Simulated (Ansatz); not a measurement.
CdI2 (SMILES [I][Cd][I]) moved off its minimum; all values from Ansatz (a first-principles code), cores frozen in correlated methods. Elements past Kr take the def2 small-core potentials, without spin–orbit coupling.
(charge 0, multiplicity 1)
```xyz
3

Cd     0.0131    -0.0802    -0.1243
I     -0.0901     0.0163     2.6989
I     -0.0659    -0.0199    -2.6150
```

Forces at PBE/def2-TZVPP (eV/Å):

| atom | Fx | Fy | Fz |
|---|---|---|---|
| Cd1 | -0.068 | 0.066 | 2.627 |
| I2 | 0.077 | -0.070 | -1.369 |
| I3 | -0.009 | 0.004 | -1.259 |

Problem. Give the forces (eV/Å), the total energy and the dipole at CCSD(T)/def2-TZVPPD.

Solution. 
| atom | Fx | Fy | Fz |
|---|---|---|---|
| Cd1 | -0.070 | 0.068 | 2.747 |
| I2 | 0.080 | -0.073 | -1.460 |
| I3 | -0.011 | 0.005 | -1.287 |
Energy -761.0380 hartree, dipole 1.35 D.
